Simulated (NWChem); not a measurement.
CdHOI; SMILES [OH][Cd][I]

```xyz
4

Cd    -0.4746     0.8963     0.0000
I      0.4005    -1.5317     0.0000
O     -1.2350     2.7125     0.0000
H     -0.5467     3.3881     0.0000
```
Atoms are numbered in this order, from 1.

All runs use the structure optimised with PBE0/def2-SVP. Not confirmed as a minimum by frequencies. def2 effective core potentials on Cd, I; no spin-orbit coupling.

### Question
List the 4 lowest vertical singlet excitations from B3LYP/def2-SVPD with def2 effective core potentials on Cd, I, TDA (NWChem).

### Answer
```json
[
 {"state": "S1", "energy (eV)": "4.15", "oscillator strength": "0.004", "leading excitation (squared amplitude)": "HOMO → LUMO (0.97)"},
 {"state": "S2", "energy (eV)": "4.25", "oscillator strength": "0.015", "leading excitation (squared amplitude)": "HOMO−1 → LUMO (0.99)"},
 {"state": "S3", "energy (eV)": "4.75", "oscillator strength": "0.028", "leading excitation (squared amplitude)": "HOMO−2 → LUMO (0.97)"},
 {"state": "S4", "energy (eV)": "5.63", "oscillator strength": "0.000", "leading excitation (squared amplitude)": "HOMO → LUMO+1 (0.99)"}
]
```
